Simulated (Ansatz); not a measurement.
```yaml
atoms:
  - { symbol: N, position_ang: [0.0402, -0.0214, -0.5954] }
  - { symbol: N, position_ang: [0.0352, 0.0049, 0.6510] }
  - { symbol: H, position_ang: [-0.0212, 0.9840, -0.8704] }
  - { symbol: H, position_ang: [0.0364, -0.9629, 0.9042] }
```

Basis set: def2-TZVP (spherical functions). Left uncorrelated: 2 orbitals. Charge 0, multiplicity 1.

Computed with Ansatz (development build ahead of 0.2.0); each method stands on the lowest determinant of its kind that the runs found. Restricted open shells among the atoms or ions are ROHF, correlated in semicanonical orbitals with singles.

Task: Give the atomization energy at this shape (free ground-state atoms in the same class of orbitals less the molecule, no zero-point energy) of singlet N₂H₂ by RHF-MP2, RHF.

Result:

```csv
method,atomization energy
RHF-MP2,1175.3 kJ/mol
RHF,636.3 kJ/mol
```
